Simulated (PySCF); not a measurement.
A family of related molecules: H2E=Y. All species are isolated molecules in the gas phase. Strings in code marks are SMILES.

Calculation: PBE-D3(BJ)/def2-TZVP // r2SCAN-D4/def2-TZVP (PySCF). All candidates: neutral, multiplicity 1. 

```yaml
hole reorganisation energy (four-point): 0.283 eV
LUMO: -3.40 eV
adiabatic ionisation energy (no zero-point term): 9.33 eV
```

Question: Which member has these values?
(A) `C=N`
(B) `N=[SiH2]`
(C) `[SiH2]=S`
(D) `[O]=[GeH2]`

Answer: C, `[SiH2]=S`. The others give `[O]=[GeH2]`: 0.416 eV, -3.24 eV, 9.90 eV; `N=[SiH2]`: 1.196 eV, -2.55 eV, 9.21 eV; `C=N`: 1.539 eV, -1.66 eV, 9.79 eV
